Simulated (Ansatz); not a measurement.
`C#C[O][Ga]([OH])[Cl]` and `[OH][Ga]([OH])[Cl]` differ in one atom or group.

Ansatz, PBE0-D4/def2-TZVP geometries, multiplicity 1. Each molecule was computed in one conformer, which needn't be the lowest.

Scalar relativity is left out up to krypton.

| property | `C#C[O][Ga]([OH])[Cl]` |
| --- | --- |
| HOMO energy (PBE0/def2-TZVPP) / eV | -7.14 |
| HOMO–LUMO gap (PBE/def2-TZVPP) / eV | 3.14 |
| LUMO energy (B3LYP/def2-TZVPP) / eV | -2.13 |
| size of the dipole moment (B3LYP/def2-TZVPP) / D | 1.35 |
| size of the dipole moment (ωB97M-V/def2-TZVPP) / D | 1.36 |
| HOMO–LUMO gap (PBE0/def2-TZVPP) / eV | 5.36 |

Give the same properties after the change, and the shifts. (Estimate.)

Ansatz gave: 
```
                                          property  `[OH][Ga]([OH])[Cl]`  shift
                HOMO energy (PBE0/def2-TZVPP) / eV                 -9.24  -2.10
               HOMO–LUMO gap (PBE/def2-TZVPP) / eV                  5.36   2.22
               LUMO energy (B3LYP/def2-TZVPP) / eV                 -1.57   0.56
  size of the dipole moment (B3LYP/def2-TZVPP) / D                  1.57   0.22
size of the dipole moment (ωB97M-V/def2-TZVPP) / D                  1.57   0.21
              HOMO–LUMO gap (PBE0/def2-TZVPP) / eV                  8.04   2.68
```

With PBE0 the HOMO falls by 2.10 eV and the LUMO rises by 0.58 eV, so the gap widens by about 2.68 eV. PBE moves the HOMO by -1.63 eV and ωB97M-V by -2.16 eV. The zero-point energy changes by -23.9 kJ/mol with -6 modes. Dipoles are sizes alone; their direction can turn.

Positive LUMOs are unbound, so they and the gaps depend on the basis.

B3LYP here is the variant with VWN-RPA as its local correlation; programs differ in this.
